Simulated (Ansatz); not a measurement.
Ansatz (a quantum-chemistry and plane-wave program) input:

Ansatz 0.2 input:
```yaml
crystal:
  periodic: [false, false, false]
  atoms:
    - {symbol: Mg, position_ang: [-0.00000000, -0.00000000, -0.73136473]}
    - {symbol: O, position_ang: [0.00000000, 0.00000000, 1.09704709]}
basis:
  gaussian:
    orbitals: def2-SVP
hamiltonian:
  xc: {name: PBE0}
total_charge: 1
magnetization: {spin_polarized: true, initial_magnetization: 1}
```

Q: Predict the final energy.

A: -274.61192 Eh (PBE0/def2-SVP). The basis has 32 functions.
